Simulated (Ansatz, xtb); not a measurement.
**Two isomers of ClFH2OSi2+**

Structure a is the doublet with the links of `F[SiH2][O+]=[Si]Cl` and structure b is the doublet with the links of `F[SiH](Cl)[O+]=[SiH]`. Both are isolated ions in the gas phase, relaxed with B3LYP-D3(BJ)/def2-SVP; the shapes shown needn't be the lowest conformers.

a (Å):

| atom | x (Å) | y (Å) | z (Å) |
| --- | --- | --- | --- |
| Cl | -3.6254 | -0.3071 | 2.9948 |
| F | -1.2462 | -0.5501 | -0.7452 |
| O | -1.0577 | 0.7635 | 1.5075 |
| Si | -0.2786 | 0.5142 | -0.0377 |
| Si | -1.9566 | 0.7939 | 2.7982 |
| H | -0.3328 | 1.8268 | -0.6961 |
| H | 1.0278 | -0.0699 | 0.2962 |

b (Å):

```csv
atom,x (Å),y (Å),z (Å)
Cl,-0.7173,-1.3836,3.2481
F,-1.6836,-1.3744,0.4008
O,0.4204,0.0686,0.8940
Si,-0.3453,-1.4506,1.2727
Si,0.5564,1.5632,0.3924
H,0.5789,-2.4853,0.8119
H,1.9429,2.1569,0.5915
```

Quicker runs give these differences E(b) − E(a): GFN2-xTB +3.24 kcal/mol; HF/STO-3G +0.60 kcal/mol (at GFN2-xTB geometries); r2SCAN-D4/def2-SVP +2.55 kcal/mol (at GFN2-xTB geometries).

Question: Estimate E(b) − E(a) at the level CCSD(T)/def2-SVP + ΔMP2/def2-TZVPP.

Answer: Too close to call at this level: CCSD(T)/def2-SVP + ΔMP2/def2-TZVPP gives E(b) − E(a) = +0.81 kcal/mol.

The same difference at several levels:

```csv
level,geometry,E(b) − E(a) (kcal/mol),departure from the last row (kcal/mol),"job, with rough time for the two"
GFN2-xTB,GFN2-xTB,+3.24,+2.43,"optimisation, 0.57 s"
HF/STO-3G,GFN2-xTB,+0.60,−0.21,"single point, 0.86 s"
r2SCAN-D4/def2-SVP,GFN2-xTB,+2.55,+1.74,"single point, 4.7 s"
B3LYP-D3(BJ)/def2-SVP,B3LYP-D3(BJ)/def2-SVP,+0.30,−0.51,"optimisation, 4.6 min"
HF/def2-SVP,B3LYP-D3(BJ)/def2-SVP,−1.19,−1.99,part of the CCSD(T) run
MP2/def2-SVP,B3LYP-D3(BJ)/def2-SVP,+0.50,−0.31,part of the CCSD(T) run
CCSD(T)/def2-SVP,B3LYP-D3(BJ)/def2-SVP,+0.44,−0.37,single point
CCSD(T)/def2-SVP + ΔMP2/def2-TZVPP,B3LYP-D3(BJ)/def2-SVP,+0.81,,"single point, 47 s"
```

As drawn, both hold the same kinds of bond in the same numbers.

The largest departure from CCSD(T)/def2-SVP + ΔMP2/def2-TZVPP is that of GFN2-xTB, 2.43 kcal/mol. The last row adds to CCSD(T) the change of the MP2 difference between the two basis sets, here +0.37 kcal/mol.

With harmonic frequencies from B3LYP-D3(BJ)/def2-SVP (ideal gas, rigid rotor, one conformer each, 298.15 K, 1 atm): on the last row, ΔE + ΔZPE = −0.44 kcal/mol. A mode under 50 cm⁻¹ makes harmonic enthalpies and free energies unreliable, so none is given.

Open shells are spin-unrestricted. The correlated steps freeze 17 core orbitals. Run with Ansatz 0.2.0, xtb 6.7.1; the last row on 2 threads of Intel(R) Xeon(R) Platinum 8259CL CPU @ 2.50GHz (Skylake/Cascade Lake) on a shared host.
